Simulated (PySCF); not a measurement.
2-bromoprop-1-ene (C3H5Br), SMILES C=C(C)Br. Coordinates come from a TPSSh-D3(BJ)/def2-SVP optimisation.

Computed equilibrium geometry at TPSSh-D3(BJ)/def2-SVP (PySCF confirms it by a frequency run) as a Z-matrix, and its point group:
point group Cs.
```
C
C 1 1.3357
H 2 1.0907 1 122.47
H 2 1.0939 3 118.15 1 180.00
C 1 1.4970 2 126.93 3 180.00
H 5 1.1003 1 110.03 2 0.00
H 5 1.1017 6 108.93 1 121.60
H 5 1.1017 6 108.93 7 116.80
Br 1 1.9174 2 119.28 3 0.00
```
